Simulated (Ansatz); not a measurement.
Geometry optimisation, RHF/6-31G* (Ansatz).

Input:

```yaml
crystal:
  periodic: [false, false, false]
  atoms:
    - { symbol: Al, position_ang: [0.0, 0.0, 0.0] }
    - { symbol: Cl, position_ang: [0.0, 0.0, 2.58] }
    - { symbol: C, position_ang: [1.706, 0.0, -0.985] }
    - { symbol: H, position_ang: [2.0356, -1.0462, -1.1552] }
    - { symbol: H, position_ang: [1.5695, 0.508, -1.9624] }
    - { symbol: H, position_ang: [2.4756, 0.5381, -0.3932] }
    - { symbol: C, position_ang: [-1.706, 0.0, -0.985] }
    - { symbol: H, position_ang: [-2.2662, -0.9305, -0.7558] }
    - { symbol: H, position_ang: [-2.3102, 0.8797, -0.6796] }
    - { symbol: H, position_ang: [-1.5043, 0.0508, -2.0753] }
    - { symbol: H, position_ang: [0.0834, 1.7631, 0.5865] }
    - { symbol: H, position_ang: [0.071, 1.502, 1.5585] }
basis:
  gaussian: { orbitals: "6-31G*" }
hamiltonian:
  xc: hf
relax:
  f_tol: 0.15
  max_steps: 25
  restrain:
    - { distance: [0, 10], at: 1.56, k: 30.0 }
    - { distance: [11, 1], at: 1.37, k: 30.0 }
    - { distance: [0, 1], at: 3.43, k: 30.0 }
    - { distance: [11, 10], at: 1.86, k: 30.0 }
```

Run as:

```bash
$ ansatz run input.yaml --threads 1 --pin off --max-ram 2048MiB --backend cpu --events-out ev --progress --plain --runs-dir out
```

**Question.** Where does it end, and by what steps?

**Answer.** It converged. The restraints hold the end off the free minimum; the threshold counts their pulls, which the force column leaves out. Restrained pairs: Al1–H11 (1.86 → 1.57 Å), Cl2–H12 (1.82 → 1.32 Å), Al1–Cl2 (2.58 → 3.43 Å), H11–H12 (1.01 → 1.87 Å). After 8 steps the energy has fallen by 0.755 eV (the restraints' own energy left out); Al1 moved furthest, 0.86 Å.

```json
{"step": "0", "energy less start (eV)": "0.0000", "largest force component (eV/Å)": "3.655", "accepted": "yes"}
{"step": "1", "energy less start (eV)": "0.7926", "largest force component (eV/Å)": "2.061", "accepted": "yes"}
{"step": "2", "energy less start (eV)": "0.4667", "largest force component (eV/Å)": "2.386", "accepted": "yes"}
{"step": "3", "energy less start (eV)": "-0.1591", "largest force component (eV/Å)": "0.996", "accepted": "yes"}
{"step": "4", "energy less start (eV)": "-0.5881", "largest force component (eV/Å)": "1.067", "accepted": "yes"}
{"step": "5", "energy less start (eV)": "-0.6318", "largest force component (eV/Å)": "1.989", "accepted": "yes"}
{"step": "6", "energy less start (eV)": "-0.7214", "largest force component (eV/Å)": "1.489", "accepted": "yes"}
{"step": "7", "energy less start (eV)": "-0.7512", "largest force component (eV/Å)": "1.347", "accepted": "yes"}
{"step": "8", "energy less start (eV)": "-0.7553", "largest force component (eV/Å)": "1.301", "accepted": "yes"}
```

```xyz
12
Properties=species:S:1:pos:R:3
Al 0.043 0.718 -0.471
Cl -0.103 0.175 2.915
C 1.756 -0.011 -1.122
H 1.705 -1.081 -1.308
H 2.038 0.456 -2.067
H 2.576 0.166 -0.430
C -1.707 0.010 -1.041
H -1.851 -1.011 -0.688
H -2.543 0.599 -0.672
H -1.788 -0.029 -2.127
H 0.075 1.958 0.498
H -0.047 1.314 2.246
```

Time of the run: 22 s on 1 thread of Arm Neoverse V1, on a shared host, peak memory 0.16 GiB.
